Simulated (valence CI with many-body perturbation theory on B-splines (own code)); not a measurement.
Values are calculated unless marked as measured or tabulated.
## Ho52+: input, log and results

Level of theory: relativistic CI+MBPT: five valence electrons over a frozen Dirac-Fock core [Ne], a basis of 6 s, 6 p, 5 d, 3 f, 1 g functions for each j, with the one-electron correlation potential Σ1 (screened to all orders), the two-electron term Σ2, the three-electron term Σ3, Breit; selected single and double excitations, second order for the rest, scaled by the run's own slope (own B-spline code, finite nucleus).

Command, and the settings that its task file holds:

```sh
python run_cv.py task.json out
```

```
atom Ho  Z=67  mass_number=165  rms_radius_fm=5.2022
core [Ne]
valence 3s2 3p3
avg = 1
basis = S
breit = 1
cap = 10000
capref = 1200
cscale = 1
de = 0.0
dress = 0
eps = 2e-08
extrap = 1
h = 0.27
hh = 1
l2 = 3
lcore = 6
maxit = 60
n2 = 5
natural = 1
nlev = 21
nno = [3, 3, 3, 2, 1]
nroot = 26
nsp = [3, 3, 2, 1, 0]
pt2 = 1
qed = 0
rpa = 1
s1 = 1
s2 = 1
s3 = 1
screen = 1
tol = 2e-05
whole = 1
```

It took 31 s on 1 thread of Arm Neoverse N1, with other jobs on the host.

Log. The first blocks belong to the next ion, which gives the ionisation energy. Fields: 2J, parity (1 odd), roots, reference size, generating configurations, candidates as configurations/state functions, variational space P, stored matrix elements, Davidson steps; e2 is the range of second-order energies in hartree. The first line gives the box (bohr), its intervals, the orbitals and the steps of their self-consistent field. Window is the range of levels sought, series limit the energy at which the first omitted orbital would enter, core excitation an estimate of the first excitation out of the core, left out the lowest levels not solved, and shifts from estimates the range by which levels moved from their first estimate, all in cm⁻¹.

```
rmax 1.6 intervals 55 orbitals 36 references ['3s2 3p3', '3s 3p4', '3s2 3p2 3d', '3s 3p3 3d', '3s2 3p 3d2'] scf 4 t 1.1
2J=0 par=0 roots 2 ref 24 generators 8 cand 3160/5082 P 724/1000 nnz 0 it 0
2J=0 par=0 roots 2 ref 24 generators 8 cand 2456/4106 P 1619/2440 nnz 0 it 5
   second order: generators 16 cand 2793/4605 e2 -0.00001 -0.00001
reference levels 559, estimated 61, window 3979966 1/cm; series limit 25550196, core excitation 54093435
2J=3 par=1 roots 4 ref 66 generators 16 cand 7265/68271 P 962/3590 nnz 1.4e+06 it 5
2J=3 par=1 roots 4 ref 66 generators 21 cand 7525/71038 P 2054/9999 nnz 9.4e+06 it 7
   second order: generators 30 cand 9138/113961 e2 -0.00155 -0.00022
2J=3 par=0 roots 7 ref 71 generators 15 cand 7290/68302 P 841/3587 nnz 1.5e+06 it 10
2J=3 par=0 roots 7 ref 71 generators 23 cand 7907/75482 P 1958/9994 nnz 8.9e+06 it 10
   second order: generators 33 cand 9715/101694 e2 -0.00270 -0.00123
2J=5 par=1 roots 2 ref 65 generators 7 cand 5755/56448 P 807/3578 nnz 1.5e+06 it 5
2J=5 par=1 roots 2 ref 65 generators 16 cand 7406/79545 P 1785/10000 nnz 1e+07 it 6
   second order: generators 24 cand 8428/115067 e2 -0.00149 -0.00047
2J=1 par=1 roots 2 ref 41 generators 11 cand 6175/34131 P 1132/3550 nnz 1.3e+06 it 4
2J=1 par=1 roots 2 ref 41 generators 16 cand 6656/36819 P 2622/9997 nnz 8.1e+06 it 5
   second order: generators 23 cand 7166/49484 e2 -0.00024 -0.00011
2J=5 par=0 roots 7 ref 74 generators 14 cand 7312/81673 P 831/3592 nnz 1.5e+06 it 5
2J=5 par=0 roots 7 ref 74 generators 22 cand 7698/90121 P 1875/9991 nnz 9.1e+06 it 9
   second order: generators 36 cand 11276/153987 e2 -0.00382 -0.00155
2J=1 par=0 roots 5 ref 44 generators 15 cand 6719/38202 P 1141/3557 nnz 1.3e+06 it 5
2J=1 par=0 roots 5 ref 44 generators 21 cand 6993/41464 P 2666/9999 nnz 8e+06 it 7
   second order: generators 27 cand 7790/51447 e2 -0.00070 -0.00029
2J=7 par=0 roots 4 ref 54 generators 11 cand 7104/83551 P 774/3565 nnz 1.6e+06 it 4
2J=7 par=0 roots 4 ref 54 generators 16 cand 7427/86814 P 1630/10000 nnz 1e+07 it 7
   second order: generators 26 cand 9717/129018 e2 -0.00200 -0.00141
2J=9 par=0 roots 2 ref 34 generators 6 cand 4818/55359 P 731/3529 nnz 1.8e+06 it 4
2J=9 par=0 roots 2 ref 34 generators 12 cand 6629/69160 P 1650/9996 nnz 1.3e+07 it 5
   second order: generators 22 cand 7910/102393 e2 -0.00036 -0.00033
left out: unestimated 5776367, estimated 4577484, shifts from estimates -43 to 76
operators 0.8
```

The Davidson iterations converged.

The last digits are not significant, and no measured levels were compared; by estimate large intervals hold to a few tenths of a per cent, small ones and those within an open d or f shell to about a per cent. Among the levels kept, up to 670 cm⁻¹ of a level comes from second order outside the variational space, and about a tenth of that is noise between levels of different J, which matters for small intervals.

- Valence energy: -967.1901 hartree
- Ionisation energy: 4804.7 eV (NIST: 4802 ± 4 eV (theoretical))
- Reference configurations for the orbitals: 3s2 3p3, 3s 3p4, 3s2 3p2 3d, 3s 3p3 3d, 3s2 3p 3d2
- Radial orbitals: 36
- Box radius: 1.59 bohr
- Largest variational space: 10000
- Lowest levels: (3s^2 3p1/2^2 3p3/2) J=3/2 0.00, (3s^2 3p1/2^2 3d3/2) J=3/2 202.51, (3s^2 3p1/2 3p3/2^2) J=3/2 208.67, (3s^2 3p1/2 3p3/2^2) J=5/2 219.29, (3s^2 3p1/2 3p3/2^2) J=1/2 232.74, (3s^2 3p1/2^2 3d5/2) J=5/2 263.88, (3s 3p1/2^2 3p3/2^2) J=5/2 360.96, (3s 3p1/2^2 3p3/2^2) J=3/2 387.13, (3s 3p1/2^2 3p3/2^2) J=1/2 388.25, (3s^2 3p1/2 3p3/2 3d3/2) J=5/2 [a] 409.32, (3s^2 3p1/2 3p3/2 3d3/2) J=1/2 [a] 411.98, (3s^2 3p1/2 3p3/2 3d3/2) J=3/2 [a] 412.06, (3s^2 3p1/2 3p3/2 3d3/2) J=7/2 420.17, (3s^2 3p3/2^3) J=3/2 443.09 eV

Levels are named by their leading jj configuration (3d3/2^4 stands for four electrons in 3d with j = 3/2), which in mixed levels can hold well under half, so a name can repeat and another be missing. Letters in brackets count levels of one name in rising energy.
